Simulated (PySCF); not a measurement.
CH₃AlBrClO. Atoms are numbered in the order given.

```xyz
8

Al    -0.2203    -0.5369     0.1036
Cl    -0.5293    -1.5115     1.9238
Br     0.6506     1.5324     0.0545
O     -0.6421    -1.3426    -1.3101
C     -0.6398    -1.1493    -2.7024
H     -0.0199    -1.9237    -3.1844
H     -1.6676    -1.2410    -3.0918
H     -0.2451    -0.1581    -2.9879
```
Charge 0, spin multiplicity 1.

Geometry optimised at TPSSh-D3(BJ)/def2-SVP. The structure was generated by enumeration; whether it is a known compound was not checked. The values are those of a single conformer.

Computed with TDDFT-LC-ωPBE/def2-SVPD run with PySCF.

Vertical excitations. The molecule is in vacuum.

Computed excitation energies, oscillator strengths and character:
| state | energy (eV) | λ (nm) | f | main pairs |
|---|---|---|---|---|
| S1 | 6.98 | 178 | 0.004 | HOMO−1→LUMO 76 % |
| S2 | 6.98 | 178 | 0.023 | HOMO→LUMO 78 % |
| S3 | 7.33 | 169 | 0.022 | HOMO−3→LUMO 74 % |
| S4 | 7.39 | 168 | 0.000 | HOMO→LUMO+1 91 % |
| S5 | 7.40 | 167 | 0.049 | HOMO−2→LUMO 72 % |
| S6 | 7.80 | 159 | 0.000 | HOMO−2→LUMO+1 93 % |
| S7 | 7.83 | 158 | 0.023 | HOMO−1→LUMO+1 54 %, HOMO−4→LUMO 23 % |
| S8 | 8.05 | 154 | 0.206 | HOMO−4→LUMO 53 %, HOMO−1→LUMO+1 23 %, HOMO−4→LUMO+2 8 % |
| S9 | 8.13 | 152 | 0.071 | HOMO−3→LUMO+1 80 % |
| S10 | 8.24 | 150 | 0.102 | HOMO−5→LUMO 72 % |
| T1 | 6.63 | 187 | 0 | HOMO→LUMO 74 % |
| T2 | 6.65 | 186 | 0 | HOMO−1→LUMO 72 % |
| T3 | 6.90 | 180 | 0 | HOMO−3→LUMO 70 % |
| T4 | 6.95 | 178 | 0 | HOMO−2→LUMO 51 %, HOMO−1→LUMO+1 23 % |
Triplets are in the Tamm–Dancoff approximation, which puts them higher than full response would, so one can lie above its singlet here.
